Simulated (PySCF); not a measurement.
Si(Cl)2(NH2)2 (Cl2H4N2Si), SMILES N[Si](N)(Cl)Cl. Geometry optimised at PBE-D3(BJ)/def2-SVP. The values are those of a single conformer.

Level of theory: PBE-D3(BJ)/def2-SVP (PySCF).

Harmonic wavenumbers (cm⁻¹): 150, 177, 223, 246, 261, 274, 396, 418, 422, 474, 553, 801, 814, 864, 929, 1476, 1480, 3494, 3495, 3597, 3598. Rotational constants (GHz): 2.656, 1.891, 1.566; symmetry number 2.

Question: Work out the zero-point energy and the ideal-gas rigid-rotor harmonic-oscillator thermochemistry at 298.15 K and 1 atm.

Answer: ZPE = ½ Σ hcν = ½ × 24142 cm⁻¹ = 34.51 kcal/mol. H − E(el) = 39.88 kcal/mol. Entropy in cal/(mol K): translation 40.52, rotation 26.73, vibration 16.69, total 83.94. G − E(el) = 14.86 kcal/mol. Cp = 27.99 cal/(mol K). Modes under 150 cm⁻¹ make the vibrational entropy uncertain.
